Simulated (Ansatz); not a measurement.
CHO3 (SMILES O=C([O-])O), charge -1, singlet, geometry from GFN2-xTB (a gas-phase anion, which may not be bound at this level); MP2/6-31G run with Ansatz (a first-principles code).

The Ansatz input:
Ansatz 0.2 input:
```yaml
crystal:
  periodic: [false, false, false]
  atoms:
    - {symbol: O, position_ang: [1.13393356, -0.59547373, 0.06006873]}
    - {symbol: C, position_ang: [-0.17204899, 0.04624794, -0.01054587]}
    - {symbol: O, position_ang: [-0.11749047, 1.27346465, 0.03311655]}
    - {symbol: O, position_ang: [-1.10808714, -0.72896887, -0.10125746]}
    - {symbol: H, position_ang: [1.76544629, 0.13033604, 0.12785263]}
basis:
  gaussian:
    orbitals: 6-31G
total_charge: -1
magnetization: {spin_polarized: false}
correlation: {method: mp2}
```

It wrote (shortened):

```
Functional definition: HF
386 factors; integrals over basis functions are off by at most 2.3e-4 eV
mean field evaluation 1: about -7151.7844 eV, gradient 3.9e1 eV
mean field evaluation 2: about -7151.8047 eV, gradient 3.9e1 eV
mean field evaluation 4: about -7155.3295 eV, gradient 3.0e0 eV
mean field evaluation 8: about -7155.3544 eV, gradient 1.2e-1 eV
mean field -7155.35444561 eV, -262.9544258028 hartree, gradient 9.4e-7 eV, S^2 0.000000; 0 other end points of the search recorded, 0 dependent functions left out
4 core orbitals not correlated
reference -7155.35444561 eV, -262.9544258028 hartree; 12, 12 occupied and 22, 22 virtual orbitals, 386 factors
second order -12.35041029 eV of doubles, -0.00000000 eV of singles
Total energy: -7167.70485590 eV, -263.4082950095 hartree
```
